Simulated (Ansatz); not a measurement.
`F[CH]1[NH][AlH]1` and `C[CH]1[NH][AlH]1` differ in one atom or group.

Ansatz, PBE0-D4/def2-TZVP geometries, multiplicity 1. 

| property | `F[CH]1[NH][AlH]1` |
| --- | --- |
| zero-point energy (PBE0-D4/def2-TZVP) / kJ/mol | 107.3 |
| HOMO–LUMO gap (B3LYP/def2-TZVPP) / eV | 5.28 |
| HOMO energy (PBE/def2-TZVPP) / eV | -5.48 |
| LUMO energy (B3LYP/def2-TZVPP) / eV | -1.26 |
| size of the dipole moment (PBE/def2-TZVPP) / D | 2.28 |
| HOMO energy (B3LYP/def2-TZVPP) / eV | -6.54 |

Task: What does the change do to each property? (An estimate is asked.)

Result: The calculation gave: 
```tsv
property	`C[CH]1[NH][AlH]1`	shift
zero-point energy (PBE0-D4/def2-TZVP) / kJ/mol	199.3	92.0
HOMO–LUMO gap (B3LYP/def2-TZVPP) / eV	5.18	-0.10
HOMO energy (PBE/def2-TZVPP) / eV	-5.17	0.31
LUMO energy (B3LYP/def2-TZVPP) / eV	-0.96	0.30
size of the dipole moment (PBE/def2-TZVPP) / D	0.48	-1.80
HOMO energy (B3LYP/def2-TZVPP) / eV	-6.15	0.39
```

With PBE0 the HOMO rises by 0.39 eV and the LUMO rises by 0.29 eV, so the gap narrows by about 0.10 eV. PBE moves the HOMO by 0.31 eV and ωB97M-V by 0.39 eV. The zero-point energy changes by 92.0 kJ/mol with +9 modes. Dipoles are sizes alone; their direction can turn.

B3LYP here is the variant with VWN-RPA as its local correlation; programs differ in this.
